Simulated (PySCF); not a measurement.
**What PySCF settings do for NaGe**

Base input, run as `OMP_NUM_THREADS=1 python input.py` with PySCF 2.14:

```python
from pyscf import gto, dft

mol = gto.M(
    atom='Na 0 0 0; Ge 0 0 2.735',
    basis='def2-svpd',
    charge=0,
    spin=3,
    symmetry=True,
    verbose=4,
)
mf = dft.UKS(mol, xc='camb3lyp')
mf.kernel()
mf.dip_moment()
print('orbital energies (hartree):', [e[max(0, n-3):n+3].round(4) for e, n in zip(mf.mo_energy, mol.nelec)])
```

Base result: E(SCF) = -2239.026472 Eh, 9 cycles, ⟨S²⟩ = 3.751, μz(SCF) = -6.99 D. The bond length is a typed value, not an optimised one. No search for the lowest solution was made.

Hardware: Arm Neoverse V1, 1 thread, shared host. Wall time 5 s, peak memory 0.21 GiB.

Each row names what differs from the base; energies in brackets are changes from the base.

| change | result | wall time (s) |
| --- | --- | --- |
| geometry: bond 2.735 → bond 5.47 | E(SCF) = -2238.986094 Eh (+1.0987 eV), 11 cycles, ⟨S²⟩ = 3.753, μz(SCF) = -2.13 D | 5.3 |
| geometry: bond 2.735 → bond 8.205 | E(SCF) = -2238.984135 Eh (+1.1520 eV), 10 cycles, ⟨S²⟩ = 3.753, μz(SCF) = -0.08 D | 4.7 |
| charge: 0 → 1; spin (2S): 3 → 2 | not converged: SCF after 50 cycles | 20 |
| geometry: bond 2.735 → bond 3.419 | E(SCF) = -2239.013352 Eh (+0.3570 eV), 10 cycles, ⟨S²⟩ = 3.752, μz(SCF) = -7.63 D | 5.2 |
| DIIS space: default → off [unsound on purpose] | not converged: SCF after 50 cycles | 20 |
| geometry: bond 2.735 → bond 10 [unsound on purpose] | E(SCF) = -2238.984103 Eh (+1.1529 eV), 13 cycles, ⟨S²⟩ = 3.753, μz(SCF) = -0.03 D | 5.6 |
| step after the SCF: none → polarizability | E(SCF) = -2239.026472 Eh (+0.0000 eV), 9 cycles, ⟨S²⟩ = 3.751, μz(SCF) = -6.99 D, α(xx, yy, zz) = 83.7, 83.7, 143.0 bohr³ | 12 |
| functional: camb3lyp → pbe | E(SCF) = -2238.492301 Eh, 9 cycles, ⟨S²⟩ = 3.751, μz(SCF) = -6.26 D | 3.1 |
| point-group symmetry: on → off | E(SCF) = -2239.026472 Eh (+0.0000 eV), 9 cycles, ⟨S²⟩ = 3.751, μz(SCF) = -6.99 D | 5 |
| integration grid: default → (20, 50) [unsound on purpose] | not converged: SCF after 50 cycles | 9.8 |
| geometry: bond 2.735 → bond 2.926 | E(SCF) = -2239.024596 Eh (+0.0510 eV), 10 cycles, ⟨S²⟩ = 3.751, μz(SCF) = -7.33 D | 5.3 |
| integration grid: default → 6 | E(SCF) = -2239.026469 Eh (+0.0001 eV), 9 cycles, ⟨S²⟩ = 3.751, μz(SCF) = -6.99 D | 10 |
| cycle limit: 50 → 1 [unsound on purpose] | not converged: SCF after 1 cycles | 1.5 |
| Cartesian functions: off → on | E(SCF) = -2239.035783 Eh (-0.2534 eV), 10 cycles, ⟨S²⟩ = 3.751, μz(SCF) = -6.93 D | 5.7 |
| step after the SCF: none → mp2; SCF type: UKS → UHF; functional: camb3lyp → none (Hartree–Fock); frozen orbitals: default → 10 | E(SCF) = -2236.884786 Eh, 12 cycles, E(MP2) − E(SCF) = -0.19107 Eh, ⟨S²⟩ = 3.754, μz(SCF) = -8.13 D | 1.2 |
| spin-free X2C: off → on [basis contracted without relativity] | E(SCF) = -2256.353628 Eh, 10 cycles, ⟨S²⟩ = 3.751, μz(SCF) = -6.88 D | 5.4 |
| functional: camb3lyp → pbesol | E(SCF) = -2236.606768 Eh, 9 cycles, ⟨S²⟩ = 3.751, μz(SCF) = -6.43 D | 3 |
| basis set: def2-svpd → cc-pvdz-dk; spin-free X2C: off → on | E(SCF) = -2261.295326 Eh, 9 cycles, ⟨S²⟩ = 3.751, μz(SCF) = -6.83 D | 5.2 |
| PCM solvent, dielectric constant: none → 20.5 | E(SCF) = -2239.044596 Eh (-0.4932 eV), 9 cycles, ⟨S²⟩ = 3.751, μz(SCF) = -9.88 D | 6.9 |
| functional: camb3lyp → scan | not converged: SCF after 50 cycles | 22 |
| functional: camb3lyp → bp86 | E(SCF) = -2239.193080 Eh, 9 cycles, ⟨S²⟩ = 3.751, μz(SCF) = -6.41 D | 3 |
| cycle limit: 50 → 3 [unsound on purpose] | not converged: SCF after 3 cycles | 2.3 |

Question: Order these changes by how far they move the SCF energy from the base, largest first: (1) PCM solvent, dielectric constant: none → 20.5; (2) geometry: bond 2.735 → bond 3.419; (3) geometry: bond 2.735 → bond 5.47; (4) geometry: bond 2.735 → bond 8.205.

Answer: (4) +1.1520 eV, (3) +1.0987 eV, (1) -0.4932 eV, (2) +0.3570 eV.
